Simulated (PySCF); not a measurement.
C₃H₈BrNSi. Atoms are numbered in the order given.

```xyz
14

C      2.4226     1.4652    -1.0004
C      1.4521     0.5725    -1.2364
Si    -0.1931     0.5905    -0.3635
C     -0.3652     1.9547     0.9004
N     -1.4502     0.7159    -1.5396
Br    -0.3005    -1.3805     0.7930
H      2.3013     2.2772    -0.2748
H      3.3881     1.4284    -1.5173
H      1.6451    -0.2248    -1.9669
H     -1.3478     1.8976     1.3944
H     -0.2762     2.9405     0.4169
H      0.4064     1.8646     1.6797
H     -2.4159     0.7535    -1.2227
H     -1.3854     0.1487    -2.3810
```

Geometry optimised at B3LYP-D3(BJ)/def2-SVP. Other conformers were not sampled.

These are B3LYP-D3(BJ)/def2-SVP (PySCF) values and carry that method's errors.

Frequencies are harmonic and unscaled.

Computed normal modes with their intensities:
| mode | ν (cm⁻¹) | IR (km/mol) | moving atoms (share of kinetic energy) |
|---|---|---|---|
| 1 | 61 | 0.4 | C 51 %, H 31 %, Br 9 % |
| 2 | 136 | 3.8 | C 42 %, H 36 %, Br 11 % |
| 3 | 153 | 2.6 | C 46 %, H 37 %, N 12 % |
| 4 | 164 | 0.2 | H 98 % |
| 5 | 187 | 4.6 | C 31 %, H 29 %, Si 18 %, N 15 % |
| 6 | 206 | 3.9 | H 46 %, N 19 %, C 17 %, Br 14 % |
| 7 | 220 | 2.4 | H 41 %, C 22 %, N 17 %, Br 11 %, Si 9 % |
| 8 | 279 | 25.8 | H 61 %, N 22 %, C 10 % |
| 9 | 324 | 8.3 | C 33 %, Si 22 %, H 19 %, Br 15 %, N 10 % |
| 10 | 402 | 26.8 | Si 43 %, C 24 %, H 24 %, Br 8 % |
| 11 | 483 | 207.4 | H 68 %, N 27 % |
| 12 | 555 | 80.4 | H 54 %, C 36 % |
| 13 | 636 | 47.8 | C 56 %, H 21 %, Si 17 % |
| 14 | 729 | 31.0 | H 41 %, C 31 %, Si 25 % |
| 15 | 760 | 5.5 | H 67 %, C 21 %, N 9 % |
| 16 | 803 | 75.8 | H 70 %, C 21 % |
| 17 | 872 | 92.8 | H 39 %, Si 31 %, N 26 % |
| 18 | 896 | 135.9 | H 41 %, Si 31 %, N 21 % |
| 19 | 986 | 28.8 | H 73 %, C 27 % |
| 20 | 1015 | 11.0 | H 82 %, C 15 % |
| 21 | 1037 | 9.2 | H 92 %, C 8 % |
| 22 | 1274 | 26.6 | H 77 %, C 23 % |
| 23 | 1278 | 2.9 | H 73 %, C 27 % |
| 24 | 1423 | 16.5 | H 86 %, C 14 % |
| 25 | 1431 | 3.3 | H 95 % |
| 26 | 1435 | 3.4 | H 93 % |
| 27 | 1550 | 48.3 | H 90 %, N 10 % |
| 28 | 1671 | 7.9 | C 84 %, H 15 % |
| 29 | 3036 | 1.4 | H 97 % |
| 30 | 3115 | 12.8 | H 95 % |
| 31 | 3128 | 1.7 | H 91 %, C 9 % |
| 32 | 3129 | 5.2 | H 92 %, C 8 % |
| 33 | 3138 | 2.8 | H 91 %, C 9 % |
| 34 | 3205 | 10.0 | H 89 %, C 11 % |
| 35 | 3552 | 28.2 | H 96 % |
| 36 | 3641 | 23.8 | H 91 %, N 9 % |
